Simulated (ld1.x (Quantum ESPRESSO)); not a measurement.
## Transferability test, TM potential for fluorine (F)

| Quantity | Value |
| --- | --- |
| Element | fluorine |
| Generator | ld1.x (Quantum ESPRESSO) 7.5 |
| Type | norm-conserving Troullier–Martins (Kleinman–Bylander form) |
| Functional | PBE |
| Relativity | scalar-relativistic |
| Frozen core | [He] |
| Valence charge | 7 |
| Reference configuration | 2s1.5 2p5.5 |
| Partial waves | 2s (bound): rc 0.55 bohr; 2p (bound): rc 1.20 bohr; 3d channel at 0.45 Ry: rc 1.05 bohr |
| Local potential | all-electron potential smoothed inside 0.85 bohr (lloc = -1) |
| Core correction | none |

Energies are relative to the spin-unpolarised reference configuration 2s1.5 2p5.5; without spin polarisation the order of configurations can differ from experiment.

```csv
valence configuration,charge,ΔE all-electron (eV),error AE − PS (meV)
2s2 2p5,0,-9.400,+4.2
2s2 2p4,+1,9.990,+31
2s1 2p6,0,9.413,+4.1
2s2 2p5.3,-0.3,-12.070,+1.5
2s2 2p2,+3,109.012,+512
```

Task: What are ΔE and the potential's error for 2s2 2p4.5?

Result: ΔE = -1.857 eV all-electron; the error (AE − PS) is +13 meV.

Task: What are ΔE and the potential's error for 2s2 2p3?

Result: ΔE = 48.375 eV all-electron; the error (AE − PS) is +143 meV.

Levels in the configuration 2s2 2p5:

| level | all-electron (eV) | pseudo (eV) |
| --- | --- | --- |
| 2s | -29.900 | -29.905 |
| 2p | -11.112 | -11.099 |
